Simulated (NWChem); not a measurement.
Molecule: C$_{4}$H$_{6}$S; SMILES C1=CSCC1

```xyz
11

C      0.8800    -1.1769     0.1048
C      1.2656     0.1021     0.0229
S     -0.0326     1.2570    -0.2524
C     -1.2730    -0.0451     0.1137
C     -0.5897    -1.3929    -0.1317
H      1.5808    -2.0029     0.2449
H      2.2908     0.4723     0.0880
H     -1.5668     0.0630     1.1699
H     -2.1603     0.1157    -0.5135
H     -0.7464    -1.7299    -1.1750
H     -1.0205    -2.1722     0.5174
```
Atoms are numbered in this order, from 1.

Program: NWChem. Geometry: optimised at PBE0/def2-SVP. GIAO values for the isolated, static molecule; σ is the absolute isotropic shielding, δ = σ(reference) − σ with the isolated reference molecule computed at the same levels (13C: tetramethylsilane, 1H: tetramethylsilane).

For level KT2/pcSseg-1:

```yaml
"δ C1 (ppm)": 115.4
"δ C5 (ppm)": 38.5
"δ H9 (ppm)": 3.08
```

Problem. Estimate the same quantities for level PBE0/pcSseg-1.

Solution. 
| Item | Value |
|---|---|
| δ C1 (ppm) | 126.2 |
| δ C5 (ppm) | 37.4 |
| δ H9 (ppm) | 2.95 |
